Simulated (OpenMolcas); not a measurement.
Cr3+ with 6 ligands (fluoride) in octahedral coordination (Oh). A charge of +0.5 e stands 2.4 Å behind each ligand. Ligand basis ANO-RCC-VDZP.

```
Program             : OpenMolcas
Method              : SS-CASPT2, IPEA 0.25 Eh, imaginary shift 0.1 Eh (closed shells correlated: 3s 3p and the ligand valence shells)
Basis               : ANO-RCC-VDZP [5s4p2d1f]
Scalar Hamiltonian  : DKH2, point nucleus
Active space        : 3 electrons in 5 orbitals (3d)
State averaging     : 2S+1 = 4 even, 10 roots; 2S+1 = 2 even, 40 roots
Spin-orbit coupling : RASSI with atomic mean-field integrals over the reference wave functions
```

All ligands move together. At R = 1.93 Å the first state of the same spin is 15050 cm-1, and at R = 2.02 Å it is 11500 cm-1.

**Question.** A third run gives 19420 cm-1. What distance was it run at?

**Answer.** With a power law R^-n the two known points give n = -ln(11500 / 15050) / ln(2.02 / 1.93) = 5.90. Then R = 1.93 × (15050 / 19420)^(1/5.90) = 1.848 Å. The run was at 1.83 Å, so the estimate is off by +0.018 Å.

Roots that are degenerate in the reference are averaged as groups; the widest CASPT2 spread within a group is 910 cm-1 (the 3-fold group of multiplicity 4 near 11500 cm-1 above the lowest state of its run, R = 2.02). Shifts and gaps below about the spread of the groups concerned are not significant. Over all roots computed the reference weight is 0.71 to 0.72 in R = 1.83, 0.71 to 0.72 in R = 1.93, 0.71 to 0.72 in R = 2.02; a low but even weight reflects the number of correlated electrons. Ligand-to-metal charge-transfer states are missing. With no ligand orbital active B as a rule stays too high, so bands that hang on it stand too high and its fall with covalency is understated. With one d shell and no ligand orbital active, 10Dq can be off by a tenth or more. Free-ion shares, where given, are those of the reference states; single-state CASPT2 does not remix them (holds for R = 2.02). No measured value stands beside these numbers; the geometry is a model, was not optimised and need not be the one that this ion takes.
